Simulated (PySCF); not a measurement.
Input for PySCF: D3(BJ) and D4 dispersion corrections on C3H8O (SMILES CCCO), a point of a torsion scan.

```python
from pyscf import gto
from pyscf.dispersion import dftd3, dftd4

mol = gto.M(
    atom='''
    C    -1.18828229    0.77631127    0.13921302
    C    -0.43438197   -0.47745514   -0.29150189
    C     0.96995248   -0.56311739    0.32700189
    O     1.02689405   -1.41620327    1.44700041
    H    -2.18453288    0.78911739   -0.29663078
    H    -0.65904957    1.66789521   -0.18958472
    H    -1.29224644    0.81917664    1.22237731
    H    -0.99070596   -1.37195746   -0.00501871
    H    -0.34787178   -0.47794408   -1.37918818
    H     1.67279751   -1.00127068   -0.38542873
    H     1.32929649    0.44196968    0.58882046
    H     0.40810827   -1.09276321    2.11138565
    ''',
    basis='def2-svp',
    charge=0, spin=0, verbose=0, max_memory=1800)
d3, d4 = {}, {}
for xc in ['hf', 'pbe', 'blyp', 'revpbe', 'tpss', 'r2scan', 'b3lyp', 'pbe0', 'bhlyp', 'camb3lyp', 'b2plyp']:
    d3[xc] = float(dftd3.DFTD3Dispersion(mol, xc=xc, version='d3bj', atm=False).get_dispersion()['energy'])
    print(f'D3(BJ) {xc:10s} {d3[xc]:14.8f} Eh')
for xc in ['hf', 'pbe', 'blyp', 'revpbe', 'tpss', 'r2scan', 'b3lyp', 'pbe0', 'bhlyp', 'camb3lyp', 'b2plyp']:
    d4[xc] = float(dftd4.DFTD4Dispersion(mol, xc={'camb3lyp': 'cam-b3lyp'}.get(xc, xc), atm=True).get_dispersion()['energy'])
    print(f'D4     {xc:10s} {d4[xc]:14.8f} Eh')
```

It printed:

```
D3(BJ) hf            -0.05775848 Eh
D3(BJ) pbe           -0.00725899 Eh
D3(BJ) blyp          -0.01474348 Eh
D3(BJ) revpbe        -0.01919334 Eh
D3(BJ) tpss          -0.00885718 Eh
D3(BJ) r2scan        -0.00197016 Eh
D3(BJ) b3lyp         -0.01192174 Eh
D3(BJ) pbe0          -0.00600567 Eh
D3(BJ) bhlyp         -0.00886402 Eh
D3(BJ) camb3lyp      -0.00503165 Eh
D3(BJ) b2plyp        -0.00522212 Eh
D4     hf            -0.02513197 Eh
D4     pbe           -0.00633645 Eh
D4     blyp          -0.01438484 Eh
D4     revpbe        -0.02336519 Eh
D4     tpss          -0.00858754 Eh
D4     r2scan        -0.00161606 Eh
D4     b3lyp         -0.01004237 Eh
D4     pbe0          -0.00525677 Eh
D4     bhlyp         -0.00663431 Eh
D4     camb3lyp      -0.00517918 Eh
D4     b2plyp        -0.00441329 Eh
```

The run finished.

Cost: around 0.020 core-seconds (rough).
